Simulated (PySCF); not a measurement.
H2INTe, SMILES I[Te]N.

The structure is a stationary point at r2SCAN-D4/def2-SVP. The def2 effective core potentials stand for the cores of I, Te; spin–orbit coupling is left out. One conformer was computed; it need not be the lowest.

Level of theory: PySCF with TDA-M06-2X/def2-SVPD.

Vertical excitations. The molecule is in vacuum. State labels are in the subgroup Cs.

Task: Give excitation energies, oscillator strengths and character. (Estimate from the structure and the level; the computed values follow.)

Result: 
```
state  symmetry  energy (eV)  λ (nm)      f                                                                  main pairs
-----  --------  -----------  ------  -----  --------------------------------------------------------------------------
S1           A"         2.32     534  0.001                                                              HOMO→LUMO 97 %
S2           A'         3.81     326  0.004                                                            HOMO−1→LUMO 97 %
S3           A"         3.85     322  0.002                                                            HOMO→LUMO+1 83 %
S4           A"         4.22     294  0.001                                                            HOMO−2→LUMO 92 %
S5           A'         5.24     236  0.156                                        HOMO−3→LUMO 60 %, HOMO−1→LUMO+1 32 %
S6           A'         5.57     223  0.081                                                          HOMO−3→LUMO+1 73 %
S7           A"         5.68     218  0.013                                          HOMO→LUMO+3 47 %, HOMO→LUMO+2 41 %
S8           A"         6.06     205  0.000                                                          HOMO−2→LUMO+1 85 %
S9           A'         6.21     200  0.112  HOMO−1→LUMO+1 39 %, HOMO−4→LUMO 29 %, HOMO−3→LUMO+1 14 %, HOMO−3→LUMO 10 %
S10          A"         6.21     200  0.048                         HOMO→LUMO+3 46 %, HOMO→LUMO+2 41 %, HOMO→LUMO+5 8 %
T1           A"         1.72     721      0                                                              HOMO→LUMO 96 %
T2           A"         3.22     385      0                                                            HOMO→LUMO+1 81 %
T3           A'         3.34     371      0                                                            HOMO−1→LUMO 97 %
T4           A'         3.62     343      0                                                            HOMO−3→LUMO 88 %
```
Triplets are in the Tamm–Dancoff approximation.
